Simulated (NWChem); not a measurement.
System: CH4N2SSr

```xyz
9

Sr    -0.0397    -0.1227     0.2722
S     -0.0221    -2.8459    -0.2698
H      1.2996    -2.9107    -0.5528
C      0.0345     2.6488    -0.3201
N     -1.1374     2.0423    -0.2082
N      1.1688     1.9930    -0.1215
H      0.0680     3.7254    -0.5887
H     -1.9159     2.6621    -0.4021
H      1.9849     2.5799    -0.2524
```
Atoms are numbered in this order, from 1.

Program: NWChem. Medium grid unless said otherwise, to which SCAN and Minnesota functionals are sensitive. All runs use the structure optimised with PBE0/def2-SVP. Not confirmed as a minimum by frequencies. def2 effective core potentials on Sr; no spin-orbit coupling. Total energies of different functionals are on different scales.

| level | energy (Ha) | highest occupied level (eV) | orbital gap (eV) | dipole (D) |
|---|---|---|---|---|
| B3LYP/def2-SVP | -578.8173 | -5.41 | 3.97 | 5.81 |
| PBE/def2-SVP | -578.4345 | -4.57 | 2.77 | 5.65 |
| B97-2/def2-SVP | -578.7963 | -5.44 | 4.32 | 5.91 |
| M06-2X/def2-SVP | -578.6356 | -6.78 | 5.95 | 6.01 |
| M06-L/def2-SVP | -578.7844 | -4.59 | 3.45 | 5.82 |
| PBE0/def2-SVP | -578.4703 | -5.69 | 4.52 | 5.93 |
| r2SCAN/def2-SVP | -578.6926 | -4.80 | 3.53 | 5.87 |
| PW6B95/def2-SVP | -579.2873 | -5.72 | (withheld) | 5.86 |

### Question
Some entries are withheld; supply them.

### Answer

- PW6B95/def2-SVP, orbital gap (eV): 4.45
